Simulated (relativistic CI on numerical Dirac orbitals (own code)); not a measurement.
**Mn3+ in a cubic cluster: 3s photoemission with charge transfer**

Computed with a charge-transfer multiplet model of a cubic metal-ligand cluster with up to 2 ligand holes, Slater and spin-orbit integrals from Dirac-Coulomb-Breit ions, Slater integrals scaled by 0.8. The parameters are those of a tetrahedral site (10Dq negative, t2 hopping the larger). The ground state mixes d4 with configurations of k ligand holes L, whose averages lie at kΔ + k(k − 1)U_dd/2; a core hole lowers each added d electron by U_cd. 20 K, Lorentzian 1.4 eV and Gaussian 0.8 eV FWHM.

Atomic integrals in eV (Slater integrals scaled, ζ unscaled), ground: F2dd 9.084, F4dd 5.682, zeta_d 0.043; with the core hole: F2dd 9.919, F4dd 6.242, zeta_d 0.051, G2cd 9.878.

Cluster parameters (eV): U_dd = 7, U_cd = 8.4, 10Dq = -0.3, 10Dq(ligand) = 0, V(eg) = 0.68, V(t2g) = -1.15, final-state hopping factor = 0.9.

Weights, n_d and S are thermal averages at 20 K. Binding energies count from the first peak over 30 % of the highest in each spectrum, which can be another peak from case to case. The parameters are a model scan and need not match a compound or its usual spin state. Peaks in eV (height, largest 100): 0.0 (90), 5.1 (59), 7.5 (60), 11.3 (100), 17.9 (46), 20.1 (44).

Q: Which parameters give this spectrum?
A. Δ = 3.6 eV
B. Δ = 0.6 eV
C. Δ = 2.6 eV

A: A. Δ = 3.6 eV; the ground state then has 4.30 d electrons and S = 2.00. The choice follows from running the model for each set and comparing peak positions and heights. Without intra-shell correlation the exchange splitting of the 3s hole comes out too large. The space is cut while the next configuration still counts.
